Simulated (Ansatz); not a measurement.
`C[NH][In]([Cl])[Cl]` and `C[NH][Ga]([Cl])[Cl]` differ in one element.

Ansatz, PBE0-D4/def2-TZVP geometries, multiplicity 1. Each molecule was computed in one conformer, which needn't be the lowest.

Elements past krypton have def2 core potentials. Scalar relativity is left out up to krypton.

```json
{"property": "HOMO–LUMO gap (PBE/def2-TZVPP) / eV", "`C[NH][In]([Cl])[Cl]`": "3.01"}
{"property": "LUMO energy (ωB97M-V/def2-TZVPP) / eV", "`C[NH][In]([Cl])[Cl]`": "-0.07"}
{"property": "HOMO–LUMO gap (ωB97M-V/def2-TZVPP) / eV", "`C[NH][In]([Cl])[Cl]`": "9.42"}
{"property": "HOMO energy (ωB97M-V/def2-TZVPP) / eV", "`C[NH][In]([Cl])[Cl]`": "-9.49"}
{"property": "HOMO energy (PBE/def2-TZVPP) / eV", "`C[NH][In]([Cl])[Cl]`": "-5.88"}
{"property": "zero-point energy (PBE0-D4/def2-TZVP) / kJ/mol", "`C[NH][In]([Cl])[Cl]`": "146.3"}
```

(1) What does the change do to each property? (Estimate.)

Results:

(1) The calculation gave: 
```
                                      property  `C[NH][Ga]([Cl])[Cl]`  shift
           HOMO–LUMO gap (PBE/def2-TZVPP) / eV                   4.09   1.08
         LUMO energy (ωB97M-V/def2-TZVPP) / eV                   0.95   1.02
       HOMO–LUMO gap (ωB97M-V/def2-TZVPP) / eV                  10.59   1.17
         HOMO energy (ωB97M-V/def2-TZVPP) / eV                  -9.64  -0.15
             HOMO energy (PBE/def2-TZVPP) / eV                  -6.00  -0.12
zero-point energy (PBE0-D4/def2-TZVP) / kJ/mol                  149.3    3.0
```

With PBE0 the HOMO falls by 0.14 eV and the LUMO rises by 1.04 eV, so the gap widens by about 1.18 eV. PBE moves the HOMO by -0.12 eV and ωB97M-V by -0.15 eV.
